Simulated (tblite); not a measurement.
Compound: C5H8F3NSi.
Atom-mapped SMILES: `[CH2:1]=[CH:2]/[N:3]=[CH:4]/[C@@H:5]([SiH3:6])[C:7]([F:8])([F:9])[F:10]` (hydrogens: H11, H12 on C1; H13 on C2; H14 on C4; H15 on C5; H16, H17, H18 on Si6)

Computed with GFN2-xTB (tblite), gas phase: L-BFGS steps from a force-field or distance-geometry start until the largest atomic force falls under 0.01 eV/Å.

Step 26: E = -914.3739 eV
```
atom  x, y, z in Å  |  force x, y, z in eV/Å
C1      3.5317   -0.8484    0.9445    0.008   0.010   0.031
C2      2.5482   -0.2762    0.2608    0.026   0.002  -0.016
N3      1.2314   -0.4955    0.6053    0.020   0.062  -0.040
C4      0.3097    0.0268   -0.0849   -0.002  -0.032  -0.020
C5     -1.1149   -0.2092    0.2379   -0.037   0.002   0.014
Si6    -1.9052    1.3571    1.0432   -0.011   0.032   0.013
C7     -1.8794   -0.5306   -1.0123   -0.005   0.005  -0.034
F8     -1.8417    0.4681   -1.9126   -0.005   0.042  -0.017
F9     -3.1833   -0.7607   -0.7756    0.006  -0.017   0.026
F10    -1.4242   -1.6185   -1.6557    0.005  -0.037   0.006
H11     4.5634   -0.7168    0.6703   -0.020   0.023   0.022
H12     3.3137   -1.4642    1.7989    0.007  -0.033  -0.012
H13     2.7509    0.3598   -0.6051   -0.013  -0.013   0.010
H14     0.5002    0.6792   -0.9508    0.019  -0.012  -0.008
H15    -1.1911   -1.0614    0.9144   -0.035  -0.024   0.006
H16    -1.1608    1.5691    2.2798    0.002  -0.005  -0.006
H17    -3.3168    1.0601    1.2695    0.023  -0.003   0.014
H18    -1.7406    2.4676    0.1075    0.011  -0.001   0.008
```

Step 27: E = -914.3745 eV
```
atom  x, y, z in Å  |  force x, y, z in eV/Å
C1      3.5321   -0.8480    0.9470    0.001   0.014   0.026
C2      2.5499   -0.2738    0.2632    0.011  -0.001  -0.018
N3      1.2328   -0.4925    0.6048   -0.001   0.040  -0.014
C4      0.3112    0.0260   -0.0882   -0.022  -0.041  -0.019
C5     -1.1134   -0.2109    0.2355   -0.041   0.015   0.022
Si6    -1.9029    1.3560    1.0426   -0.014   0.024   0.008
C7     -1.8824   -0.5301   -1.0131    0.006   0.010  -0.013
F8     -1.8483    0.4704   -1.9120    0.003   0.023  -0.014
F9     -3.1860   -0.7588   -0.7713    0.024  -0.027   0.018
F10    -1.4282   -1.6179   -1.6575   -0.014  -0.023  -0.002
H11     4.5638   -0.7156    0.6745   -0.006   0.022   0.019
H12     3.3132   -1.4667    1.7990    0.004  -0.030  -0.009
H13     2.7504    0.3631   -0.6016    0.016   0.002  -0.006
H14     0.5005    0.6746   -0.9567    0.025  -0.004  -0.015
H15    -1.1881   -1.0639    0.9117   -0.039  -0.014  -0.001
H16    -1.1612    1.5697    2.2800    0.012  -0.007  -0.003
H17    -3.3144    1.0598    1.2716    0.024  -0.003   0.009
H18    -1.7376    2.4651    0.1053    0.010  -0.001   0.011
```

Q: Estimate the geometry and energy of step 28. (The exact step hangs on the optimiser's Hessian estimate; all steps are aligned on step 27, rigid shifts and turns removed.)

A: E = -914.3749 eV, largest force 0.045 eV/Å
```
atom  x, y, z in Å  |  force x, y, z in eV/Å
C1      3.5324   -0.8475    0.9493   -0.008   0.015   0.014
C2      2.5513   -0.2723    0.2646   -0.006   0.000  -0.012
N3      1.2339   -0.4897    0.6042   -0.017   0.011   0.011
C4      0.3118    0.0247   -0.0910   -0.028  -0.032  -0.015
C5     -1.1131   -0.2119    0.2342   -0.026   0.018   0.017
Si6    -1.9015    1.3558    1.0425   -0.007   0.011   0.002
C7     -1.8844   -0.5296   -1.0139    0.011   0.010   0.007
F8     -1.8528    0.4723   -1.9118    0.008  -0.001  -0.006
F9     -3.1875   -0.7580   -0.7681    0.028  -0.030   0.006
F10    -1.4312   -1.6180   -1.6587   -0.025  -0.002  -0.007
H11     4.5639   -0.7141    0.6779    0.007   0.021   0.017
H12     3.3129   -1.4691    1.7989    0.001  -0.025  -0.006
H13     2.7502    0.3654   -0.5992    0.039   0.013  -0.019
H14     0.5012    0.6712   -0.9611    0.020  -0.003  -0.020
H15    -1.1869   -1.0660    0.9098   -0.041  -0.001  -0.009
H16    -1.1614    1.5701    2.2802    0.020  -0.007   0.002
H17    -3.3123    1.0595    1.2735    0.015  -0.003   0.007
H18    -1.7352    2.4634    0.1040    0.008   0.004   0.010
```

The energy changes by -0.0004 eV. The first-order estimate −F·Δx gives -0.0006 eV and the mean of the old and new forces, exact on a quadratic surface, -0.0004 eV. The step makes an angle of 71° with the force vector and moves no atom by more than 0.006 Å.

The cost below is that of the whole relaxation. Hardware: an Arm Neoverse V2 with one thread, shared host. Cost: 0.76 s wall.
